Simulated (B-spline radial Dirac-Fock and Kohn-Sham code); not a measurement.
Binding energies of Al in different valence configurations

The computed values come from a radial B-spline solver: multi-electron Dirac-Fock with separately optimised hole states, Breit and Lamb-shift corrections added in first order. The model has no electron correlation.

Reference: the tabulated ground configuration [Ne] 3s2 3p1, with 2p1/2 80.99 eV, 2p3/2 80.58 eV.

Shifts from the reference in eV.

```
configuration  average energy  2p1/2  2p3/2
 [Ne] 3s1 3p2           +4.62  +1.62  +1.65
```
